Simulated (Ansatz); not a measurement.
`[NH2][Cu]`, charge 0, multiplicity 1.

**Question.** Give a relaxed structure at PBE0-D4/def2-TZVP (Ansatz). (Estimate.)

**Answer.** Computed: 
Cartesian coordinates in Å:
```
N -0.058 -0.320 -0.254
Cu 0.840 1.274 -0.247
H -1.037 -0.111 -0.062
H 0.255 -0.842 0.563
```
Point group Cs.
